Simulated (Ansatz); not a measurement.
`N[SiH2]CCF` and `N[SiH2]C[SiH2]N` differ in one atom or group.

Ansatz, PBE0-D4/def2-TZVP geometries, multiplicity 1. Each molecule was computed in one conformer, which needn't be the lowest.

| property | `N[SiH2]CCF` |
| --- | --- |
| HOMO–LUMO gap (B3LYP/def2-TZVPP) / eV | 7.37 |
| LUMO energy (ωB97M-V/def2-TZVPP) / eV | 1.88 |
| HOMO energy (B3LYP/def2-TZVPP) / eV | -7.29 |
| HOMO–LUMO gap (PBE/def2-TZVPP) / eV | 5.63 |
| LUMO energy (B3LYP/def2-TZVPP) / eV | 0.09 |
| HOMO energy (PBE0/def2-TZVPP) / eV | -7.51 |

Problem. What does the change do to each property? (An estimate is asked.)

Solution. Computed: 
| property | `N[SiH2]C[SiH2]N` | shift |
| --- | --- | --- |
| HOMO–LUMO gap (B3LYP/def2-TZVPP) / eV | 6.97 | -0.40 |
| LUMO energy (ωB97M-V/def2-TZVPP) / eV | 1.82 | -0.06 |
| HOMO energy (B3LYP/def2-TZVPP) / eV | -6.91 | 0.38 |
| HOMO–LUMO gap (PBE/def2-TZVPP) / eV | 5.25 | -0.38 |
| LUMO energy (B3LYP/def2-TZVPP) / eV | 0.07 | -0.02 |
| HOMO energy (PBE0/def2-TZVPP) / eV | -7.14 | 0.37 |

B3LYP here is the variant with VWN-RPA as its local correlation; programs differ in this.
